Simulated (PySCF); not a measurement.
Magnetic susceptibility: SMILES C(F)[C@H]1C=C(F)C1, C5H6F2

Geometry:
| atom | x (Å) | y (Å) | z (Å) |
| --- | --- | --- | --- |
| F1 | -2.185 | -1.171 | 0.687 |
| C2 | -1.582 | 0.021 | 0.372 |
| C3 | -0.328 | -0.179 | -0.479 |
| C4 | 0.976 | -0.350 | 0.277 |
| C5 | 1.177 | -1.553 | -0.243 |
| F6 | 2.151 | -2.458 | -0.135 |
| C7 | -0.069 | -1.598 | -1.070 |
| H8 | -1.341 | 0.512 | 1.320 |
| H9 | -2.339 | 0.603 | -0.165 |
| H10 | -0.282 | 0.609 | -1.233 |
| H11 | 1.497 | 0.286 | 0.964 |
| H12 | 0.081 | -1.630 | -2.147 |
| H13 | -0.796 | -2.353 | -0.779 |

Theory: PySCF 2.14.0, GIAO HF/pcSseg-1 magnetisability, rotational g tensor and spin-rotation constants, non-relativistic, gas phase. Geometry: GFN2-xTB, dihedral held. The dihedral F1–C2–C3–C4 is held at 270°.

**Question.** What are the magnetisability and the molar susceptibility?

**Answer.** Isotropic -964 × 10⁻³⁰ J/T², or -58.0 × 10⁻⁶ cm³/mol; principal values -1024, -946, -922 × 10⁻³⁰ J/T², anisotropy 93 × 10⁻³⁰ J/T² (root of half the summed squared differences of the principal values). The susceptibility is in cgs units.

**Question.** Split it along the inertial axes a, b, c into diamagnetic and paramagnetic parts about the centre of mass, with the quadrupole moment.

**Answer.** 
| axis | χ (10⁻⁶ cm³/mol) | diamagnetic (10⁻⁶ cm³/mol) | paramagnetic (10⁻⁶ cm³/mol) | summed x² of all electrons (Å²) | quadrupole Θ (D Å) |
| --- | --- | --- | --- | --- | --- |
| a | -57.6 | -286.7 | 229.1 | 154.0 | -6.49 |
| b | -60.1 | -773.3 | 713.2 | 39.3 | +2.83 |
| c | -56.4 | -820.0 | 763.6 | 28.3 | +3.66 |

Anisotropies 2χaa − χbb − χcc = +1.4 and 2χbb − χaa − χcc = -6.3 × 10⁻⁶ cm³/mol. Θ is traceless in Buckingham's convention.

**Question.** And the rotational g tensor?

**Answer.** 
| axis | rotational constant (GHz) | g | nuclear part | electronic part |
| --- | --- | --- | --- | --- |
| a | 5.9464 | -0.0342 | 0.6058 | -0.6400 |
| b | 1.5888 | -0.0113 | 0.5210 | -0.5323 |
| c | 1.4868 | -0.0135 | 0.5198 | -0.5334 |

Asymmetric top; isotopes 12C, 19F, 1H; no vibrational averaging.
